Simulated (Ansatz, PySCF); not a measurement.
Species: PbCl₂, net charge 1, doublet state. 
Geometry from a B3LYP-D3(BJ)/def2-TZVP (Ansatz, an electronic-structure program) optimisation:
```
Pb
Cl 1 2.5659
Cl 1 2.5659 2 64.08
```
Charge +1, spin multiplicity 2.

Total electronic energies in hartree. Cores are frozen in the correlated levels unless marked. UHF or UKS for open shells. No spin-orbit coupling. Frozen are the shells of the preceding noble gas and the d and f shells that filled before the atom's block. Past Kr the def2 sets carry scalar-relativistic core potentials. CBS(X,Y): correlation extrapolated as X^-3; Hartree-Fock from the larger set. The bracket is a focal-point correction in the basis named. The program attaches cautions to a run behind RI-MP2/CBS(def2-TZVPPD,def2-QZVPPD)+[CCSD(T)-MP2]/def2-TZVPPD: other roots.

```json
[
 {"level": "HF-D4/def2-TZVPD", "program": "PySCF + dftd4", "energy (Eh)": "-1110.64658"},
 {"level": "RI-HF/def2-QZVPP", "program": "Ansatz", "energy (Eh)": "-1110.66162"},
 {"level": "RI-HF/def2-QZVPPD", "program": "Ansatz", "energy (Eh)": "-1110.66172"},
 {"level": "revPBE-D4/def2-TZVPD", "program": "Ansatz + dftd4", "energy (Eh)": "(withheld)"},
 {"level": "M06-L/def2-TZVPD", "program": "PySCF", "energy (Eh)": "(withheld)"},
 {"level": "BHLYP/def2-TZVPD", "program": "Ansatz", "energy (Eh)": "-1112.93627"},
 {"level": "CAM-B3LYP-D3(BJ)/def2-TZVPD", "program": "Ansatz + dftd3", "energy (Eh)": "-1113.05381"},
 {"level": "B2PLYP-D3(BJ)/def2-TZVPD", "program": "Ansatz + dftd3", "energy (Eh)": "-1112.47956"},
 {"level": "RI-MP2/CBS(def2-TZVPPD,def2-QZVPPD)+[CCSD(T)-MP2]/def2-TZVPPD", "program": "Ansatz", "energy (Eh)": "-1111.2219"}
]
```

Question: Some entries are withheld; supply them.

Answer: 
- revPBE-D4/def2-TZVPD, energy (Eh): -1112.99370
- M06-L/def2-TZVPD, energy (Eh): -1113.17886
